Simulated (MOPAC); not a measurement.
Input file for MOPAC: PM7 on BO, 2S+1 = 2, a point of a bond scan (R = 3.847 Å).

```
PM7 1SCF PRECISE CHARGE=0 UHF MS=0.5 THREADS=1
BO

B     -0.00000000 1    -0.00000000 1    -0.73974202 1
O      0.00000000 1     0.00000000 1     3.10691648 1
```

Output:

```
*******************************************************************************
 **                                                                           **
 **                              MOPAC v23.2.5                                **
 **                                                                           **
 *******************************************************************************
 ** MOPAC's Digital Object Identifier: https://doi.org/10.5281/zenodo.6511958 **
 **                                                                           **
 ** Please cite the open-source release paper for use of this MOPAC version:  **
 ** J. E. Moussa and J. J. P. Stewart (2026)                                  **
 ** MOPAC: An open-source semiempirical molecular orbital program             **
 ** J. Open Source Softw., 11(119), 8025, https://doi.org/10.21105/joss.08025 **
 *******************************************************************************

                              PM7 CALCULATION RESULTS

 *******************************************************************************
 *  PM7        - The PM7 Hamiltonian to be used
 *  UHF        - UNRESTRICTED HARTREE-FOCK CALCULATION
 *
 *
 *
 *                 CHARGE ON SYSTEM = 0
 *
 *
 *
 *  MS=        - IN MECI, MAGNETIC COMPONENT OF SPIN =  0.5
 *  PRECISE    - TIGHTER CRITERIA TO BE USED
 *  1SCF       - DO 1 SCF AND THEN STOP
 *  THREADS=1  - MULTI-THREADING NOT USED
 *  T=         - A TIME OF 172800.0 SECONDS REQUESTED
 *  DUMP=N     - RESTART FILE WRITTEN EVERY 7200.0 SECONDS REQUESTED
 *******************************************************************************
PM7 1SCF PRECISE CHARGE=0 UHF MS=0.5 THREADS=1
 BO

   ATOM   CHEMICAL          X               Y               Z
  NUMBER   SYMBOL      (ANGSTROMS)     (ANGSTROMS)     (ANGSTROMS)

     1       B         -0.00000000  *  -0.00000000  *  -0.73974202  *
     2       O          0.00000000  *   0.00000000  *   3.10691648  *



          CARTESIAN COORDINATES

    NO.       ATOM           X           Y           Z

     1         B         -0.0000     -0.0000     -0.7397
     2         O          0.0000      0.0000      3.1069

 General Reference for PM7:
 "Optimization of Parameters for Semiempirical Methods VI: More Modifications to the
 NDDO Approximations and Re-optimization of Parameters", J. J. P. Stewart, J. Mol. Mod., 1:32, 19 (2013)
 https://link.springer.com/article/10.1007/s00894-012-1667-x

           Empirical Formula: O B  =     2 atoms



      MOLECULAR POINT GROUP   :   C*v


          UHF CALCULATION, NO. OF ALPHA ELECTRONS =    5
                           NO. OF BETA  ELECTRONS =    4

 -------------------------------------------------------------------------------
 PM7 1SCF PRECISE CHARGE=0 UHF MS=0.5 THREADS=1
 BO



     1SCF WAS SPECIFIED, SO BFGS WAS NOT USED
     SCF FIELD WAS ACHIEVED


                              PM7 CALCULATION
                                                       MOPAC v23.2.5 Linux




          FINAL HEAT OF FORMATION =        184.84012 KCAL/MOL =     773.37105 KJ/MOL


          COSMO AREA              =         85.80 SQUARE ANGSTROMS
          COSMO VOLUME            =         61.23 CUBIC ANGSTROMS

          IONIZATION POTENTIAL    =          4.529571 EV
          ALPHA SOMO LUMO (EV)    =         -5.483 -0.615
          BETA  SOMO LUMO (EV)    =         -4.530 -0.615
          NO. OF ALPHA ELECTRONS  =          5
          NO. OF BETA  ELECTRONS  =          4
          MOLECULAR WEIGHT        =         26.8094         POINT GROUP:  C*v

          MOLECULAR DIMENSIONS (Angstroms)

            Atom       Atom       Distance
            O     2    B     1     3.84666
            O     2    B     1     0.00000
            B     1    O     2     0.00000


          SCF CALCULATIONS        =          1





   ATOM   CHEMICAL          X               Y               Z
  NUMBER   SYMBOL      (ANGSTROMS)     (ANGSTROMS)     (ANGSTROMS)

     1       B         -0.00000000  *  -0.00000000  *  -0.73974202  *
     2       O          0.00000000  *   0.00000000  *   3.10691648  *

                             CARTESIAN COORDINATES

   1    B       -0.000000000    -0.000000000    -0.739742020
   2    O        0.000000000     0.000000000     3.106916480


           Empirical Formula: O B  =     2 atoms



      MOLECULAR POINT GROUP   :   C*v


          ALPHA EIGENVALUES
 -19.33494 -16.73994  -7.42554  -5.48304  -5.48304  -0.61466  -0.61466  -0.50247


           BETA EIGENVALUES
 -16.73990 -14.30704  -4.52957  -4.52957  -0.61503  -0.61503  -0.50326   4.97827


              NET ATOMIC CHARGES AND DIPOLE CONTRIBUTIONS

  ATOM NO.   TYPE          CHARGE      No. of ELECS.   s-Pop       p-Pop
    1          B           0.999334        2.0007     1.99646     0.00420
    2          O          -0.999334        6.9993     1.99989     4.99944
 DIPOLE           X         Y         Z       TOTAL
 POINT-CHG.     0.000     0.000   -18.464    18.464
 HYBRID        -0.000    -0.000     0.419     0.419
 SUM           -0.000    -0.000   -18.045    18.045


          ATOMIC ORBITAL ELECTRON POPULATIONS

     Atom    s        px        py        pz
    1  B   1.99646   0.00019   0.00019   0.00382
    2  O   1.99989   1.99981   1.99981   0.99983


                    (SZ)    =    0.500000
                    (S**2)  =    0.750157


          ATOMIC ORBITAL SPIN POPULATIONS

    Atom   Total    s     px     py     pz
         Atomic
    1  B -0.0000 -0.000 -0.000 -0.000  0.000
    2  O  1.0000  0.000  0.000  0.000  1.000

 **********************
 *                    *
 * JOB ENDED NORMALLY *
 *                    *
 **********************




 == MOPAC DONE ==
```

The run finished.

Cost: roughly 0.03 core-seconds.
